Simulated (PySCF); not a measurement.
Precursor series Nb Cl-NH2. Gas-phase values, no solvent. One relaxed conformer stands for each flexible species; it need not be the lowest.

The charge on the central atom (Mulliken) from two functionals at the same geometries (r2SCAN-D4/def2-SVP), both in PySCF: PBE-D3(BJ)/def2-TZVP and TPSSh-D3(BJ)/def2-TZVP. 

```tsv
species	TPSSh-D3(BJ)/def2-TZVP (e)
1 of 5 Cl replaced by NH2	1.35
2 of 5 Cl replaced by NH2	1.40
3 of 5 Cl replaced by NH2 ([Nb(Cl)2(NH2)3])	1.56
4 of 5 Cl replaced by NH2 ([Nb(Cl)(NH2)4])	1.63
5 of 5 Cl replaced by NH2 ([Nb(NH2)5])	1.77
```

Question: What does PBE-D3(BJ)/def2-TZVP give for each?

Answer: 
- 1 of 5 Cl replaced by NH2: 1.20
- 2 of 5 Cl replaced by NH2: 1.26
- 3 of 5 Cl replaced by NH2 ([Nb(Cl)2(NH2)3]): 1.41
- 4 of 5 Cl replaced by NH2 ([Nb(Cl)(NH2)4]): 1.47
- 5 of 5 Cl replaced by NH2 ([Nb(NH2)5]): 1.61
Over these rows, drawn at random from the members with no instability flagged (it was tested for open shells, ions and some series alone), PBE minus TPSSh-D3(BJ): mean -0.16 e, from -0.17 e to -0.15 e.
